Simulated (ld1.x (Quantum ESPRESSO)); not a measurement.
## u(r) = r·R(r): atom against pseudo-atom (W (Z = 74))

Columns: radius, all-electron u(r) and pseudo u(r) of the 6s shell (level -6.30 eV) of tungsten in the configuration [Xe] 4f14 5d4 6s1.5 6p0.5; PBEsol, scalar-relativistic, TM scheme, ld1.x (Quantum ESPRESSO) 7.5.

```json
{"r (bohr)": "0.173", "all-electron": "0.1136", "pseudo": "-0.0167"}
{"r (bohr)": "0.345", "all-electron": "-0.1893", "pseudo": "-0.0348"}
{"r (bohr)": "0.518", "all-electron": "0.0011", "pseudo": "-0.0559"}
{"r (bohr)": "0.690", "all-electron": "0.2404", "pseudo": "-0.0816"}
{"r (bohr)": "0.862", "all-electron": "0.3038", "pseudo": "-0.1139"}
{"r (bohr)": "1.035", "all-electron": "0.2226", "pseudo": "-0.1551"}
{"r (bohr)": "1.208", "all-electron": "0.0699", "pseudo": "-0.2067"}
{"r (bohr)": "1.380", "all-electron": "-0.0986", "pseudo": "-0.2691"}
{"r (bohr)": "1.553", "all-electron": "-0.2549", "pseudo": "-0.3416"}
{"r (bohr)": "1.725", "all-electron": "-0.3842", "pseudo": "-0.4188"}
{"r (bohr)": "1.898", "all-electron": "-0.4847", "pseudo": "-0.4941"}
{"r (bohr)": "2.070", "all-electron": "-0.5566", "pseudo": "-0.5580"}
{"r (bohr)": "2.242", "all-electron": "-0.6042", "pseudo": "-0.6042"}
{"r (bohr)": "2.415", "all-electron": "-0.6314", "pseudo": "-0.6314"}
{"r (bohr)": "2.588", "all-electron": "-0.6420", "pseudo": "-0.6420"}
{"r (bohr)": "2.760", "all-electron": "-0.6394", "pseudo": "-0.6394"}
{"r (bohr)": "2.932", "all-electron": "-0.6268", "pseudo": "-0.6268"}
{"r (bohr)": "3.105", "all-electron": "-0.6067", "pseudo": "-0.6067"}
{"r (bohr)": "3.278", "all-electron": "-0.5811", "pseudo": "-0.5811"}
{"r (bohr)": "3.450", "all-electron": "-0.5519", "pseudo": "-0.5519"}
{"r (bohr)": "3.623", "all-electron": "-0.5203", "pseudo": "-0.5203"}
{"r (bohr)": "3.795", "all-electron": "-0.4876", "pseudo": "-0.4876"}
{"r (bohr)": "3.968", "all-electron": "-0.4544", "pseudo": "-0.4544"}
{"r (bohr)": "4.140", "all-electron": "-0.4217", "pseudo": "-0.4217"}
{"r (bohr)": "4.312", "all-electron": "-0.3897", "pseudo": "-0.3897"}
{"r (bohr)": "4.485", "all-electron": "-0.3588", "pseudo": "-0.3588"}
```

Task: How many radial nodes do the two functions have?

Result: The all-electron 6s function has n − l − 1 = 5 (the table is too coarse to show those close to the nucleus); the pseudo-wave has 0, since the states of the same l below it are removed with the core.

Task: At about which radius was the pseudo-wave matched?

Result: 2.40 bohr, where the columns begin to agree (steps of 0.17 bohr).

Task: Is the pseudo-wave norm-conserving?

Result: Yes: the TM scheme keeps the norm inside the radius equal to the all-electron one, which fixes the energy derivative of the logarithmic derivative at the level.
